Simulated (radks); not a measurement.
Pb, configuration [Hg] 6p2. All-electron calculation, scalar-relativistic Kohn-Sham, SCAN, spin-unpolarised, spherical densities, finite nucleus; meta-GGA in the generalised Kohn-Sham scheme; Fermi nuclear charge, rms radius 5.5012 fm. Program: a radial shooting solver on a logarithmic mesh with Libxc functionals.

Unscreened Slater integrals over Kohn-Sham orbitals (eV).

integral     value
F0(6p,6p)   7.4793
F2(6p,6p)   3.9127
F0(6p,6s)   8.6038
G1(6p,6s)   4.9767
F0(6p,5d)   9.4971
F2(6p,5d)   2.6648
G1(6p,5d)   1.0594
G3(6p,5d)  0.86123
F0(6p,5p)   9.7223
F2(6p,5p)   1.9102
G0(6p,5p)  0.30026
G2(6p,5p)  0.40174
F0(6s,6s)   10.593
F0(6s,5d)   12.681
G2(6s,5d)   2.6363
F0(6s,5p)   13.220
G1(6s,5p)  0.92943
F0(5d,5d)   18.869
F2(5d,5d)   9.7844
F4(5d,5d)   6.5056
F0(5d,5p)   21.284
F2(5d,5p)   10.669
G1(5d,5p)   12.965
G3(5d,5p)   8.0571
F0(5p,5p)   25.045
F2(5p,5p)   13.521

Derived for the open shells (J is the average intra-shell exchange parameter used in DFT+U). 6p: J = F2/5 = 0.7825 eV.
